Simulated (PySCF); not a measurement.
## How methods differ on the ionisation energy of Re⁵²⁺

Re⁵²⁺ [Ar] 3d5 (6S) → Re⁵³⁺ [Ar] 3d4 (5D), as a difference of total energies. Calculation: PySCF 2.14, in an uncontracted even-tempered set (17 s from 12 bohr⁻², ratio 2.5; 13 p from 16 bohr⁻², ratio 2.5; 7 d from 16 bohr⁻², ratio 2.5; 4 f from 61 bohr⁻², ratio 2.7; 3 g from 92 bohr⁻², ratio 2.7); scalar relativity by spin-free X2C-1e. Correlated levels: outer shells: [Ne] frozen; virtual orbitals above 40 to 60 times the deepest correlated orbital energy dropped. The calculations carry no spin-orbit coupling.

```
                method  ionisation energy (eV)
                   UHF                  4934.3
                   LDA                  4929.8
                   PBE                  4929.3
                  PBE0                  4931.0
                r2SCAN                  4931.8
                 B3LYP                  4930.8
                 M06-L                  4933.8
    MP2 (outer shells)                  4934.5
SCS-MP2 (outer shells)                  4933.9
```

Spin-orbit coupling is strong in these open shells (close to jj coupling). The scalar numbers leave it out and a first-order estimate fails, so it can dominate the gap to the real levels.

Breit and QED terms and the two-electron picture change are absent.

For comparison: 4877 ± 4 eV (theoretical estimate listed by NIST; NIST Atomic Spectra Database, ionization energies).
